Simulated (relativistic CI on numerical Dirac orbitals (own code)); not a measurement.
**The 37-electron sequence from La20+ to Os39+**

Computed by Dirac-Coulomb-Breit CI, KLI orbitals optimised for each configuration, model QED (radiative potential, 1s self-energy scaled to tabulated hydrogen-like ionisation energies), unscaled Slater integrals (own radial code, finite nucleus).

CI space (outside the closed core [Ar] 3d10): 4s2.4p6.4d, 4s2.4p6.5s, 4s2.4p5.4d2, 4s2.4p6.4f, 4s.4p6.4d2, 4s2.4p5.4d.4f, 4s2.4p6.5p. Double excitations out of closed p, d and f shells are left out; levels of such configurations are missing from the list, as are those of other unlisted configurations, and high levels can miss mixing partners.

Energies above each ion's lowest level, in eV. Levels are followed by their leading LS label, which can pass from one level to another where the coupling changes.

| Ion | 4s2.4p6.4d 2D_3/2 | 4s2.4p6.4d 2D_5/2 | 4s2.4p5.4d2 4D°_1/2 | 4s2.4p5.4d2 4D°_3/2 | 4s2.4p5.4d2 4D°_5/2 |
| --- | --- | --- | --- | --- | --- |
| La20+ | 0 | 4.0457 | 90.178 | 90.81 | 92.649 |
| Ce21+ | ? | ? | ? | ? | ? |
| Pr22+ | 0 | 5.0474 | 97.383 | 98.035 | 100.16 |
| Nd23+ | 0 | 5.609 | 100.99 | 101.65 | 106.48 |
| Pm24+ | 0 | 6.214 | 104.61 | 105.26 | 110.52 |
| Sm25+ | 0 | 6.8645 | 108.23 | 108.87 | 114.61 |
| Eu26+ | 0 | 7.5627 | 111.86 | 112.48 | 118.76 |
| Gd27+ | 0 | 8.3109 | 115.5 | 116.09 | 122.98 |
| Tb28+ | 0 | 9.1114 | 119.15 | 119.71 | 127.26 |
| Dy29+ | 0 | 9.9666 | 122.8 | 123.33 | 131.6 |
| Ho30+ | 0 | 10.879 | 126.47 | 126.95 | 136.01 |
| Er31+ | 0 | 11.851 | 130.14 | 130.57 | 140.49 |
| Tm32+ | 0 | 12.885 | 133.83 | 134.2 | 145.04 |
| Yb33+ | 0 | 13.984 | 137.53 | 137.84 | 149.66 |
| Lu34+ | 0 | 15.151 | 141.23 | 141.48 | 154.36 |
| Hf35+ | 0 | 16.388 | 144.95 | 145.12 | 159.14 |
| Ta36+ | 0 | 17.698 | 148.68 | 148.77 | 164 |
| W37+ | 0 | 19.085 | 152.42 | 152.43 | 168.95 |
| Re38+ | 0 | 20.55 | 156.18 | 156.1 | 173.98 |
| Os39+ | 0 | 22.097 | 159.94 | 159.78 | 179.11 |

Problem. Fill in the row of Ce21+.

Solution. 4s2.4p6.4d 2D_3/2 0, 4s2.4p6.4d 2D_5/2 4.5269, 4s2.4p5.4d2 4D°_1/2 93.778, 4s2.4p5.4d2 4D°_3/2 94.423, 4s2.4p5.4d2 4D°_5/2 96.408 (eV).

The lowest level keeps the configuration 4s2.4p6.4d and J = 3/2 throughout.

Between Z = 73 and 76 the energy of 4s2.4p6.4d 2D_5/2 follows a local power law Z^5.5. For orientation: electrostatic splittings inside a shell grow about linearly with the screened charge, excitations that change n as its square, and fine structure as its fourth power; written in Z itself the exponents are larger, since the screened charge grows faster in proportion.
